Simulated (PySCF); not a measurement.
## Exercise with solution: entropy of an ideal gas

Al(F)2(OH) (AlF2HO), SMILES [OH][Al]([F])[F].

Geometry optimised at PBE0-D3(BJ)/def2-SVP. Other conformers were not sampled.

PBE0-D3(BJ)/def2-SVP in PySCF 2.14.0 gives the harmonic wavenumbers 231, 251, 294, 343, 553, 709, 971, 998, 3996 cm⁻¹ and the rotational temperatures 0.3164, 0.3133, 0.1574 K. The molar mass is 81.99 g/mol, the symmetry number 1, the spin multiplicity 1.

Problem. Work out the entropy at 298.15 K and 1 atm in the rigid-rotor, harmonic-oscillator model.

Solution. 
Translation (Sackur–Tetrode at 1 atm): S = R[1.5 ln M + 2.5 ln T − 1.16487] = 163.7 J/(mol K).
Rotation: q = (√π/σ) T^1.5/√(θA θB θC) = 73100, S = R[ln q + 3/2] = 105.6 J/(mol K).
Vibration: with u = 1.4388 ν/T, each mode gives R[u/(e^u − 1) − ln(1 − e^−u)]:
| ν (cm⁻¹) | modes | u | S (J/(mol K)) |
|---|---|---|---|
| 231 | 1 | 1.11 | 7.83 |
| 251 | 1 | 1.21 | 7.21 |
| 294 | 1 | 1.42 | 6.07 |
| 343 | 1 | 1.66 | 5.01 |
| 553 | 1 | 2.67 | 2.25 |
| 709 | 1 | 3.42 | 1.24 |
| 971 | 1 | 4.69 | 0.44 |
| 998 | 1 | 4.82 | 0.39 |
The stiffer modes add less than 0.005 each. Sum 30.4 J/(mol K).
Spin: R ln 1 = 0.0 J/(mol K).
Total 299.7 J/(mol K); the program's own thermochemistry gives 299.7. Translation makes up 55 % and vibration 10 %. Anharmonicity, hindered rotation and orbital degeneracy are left out.
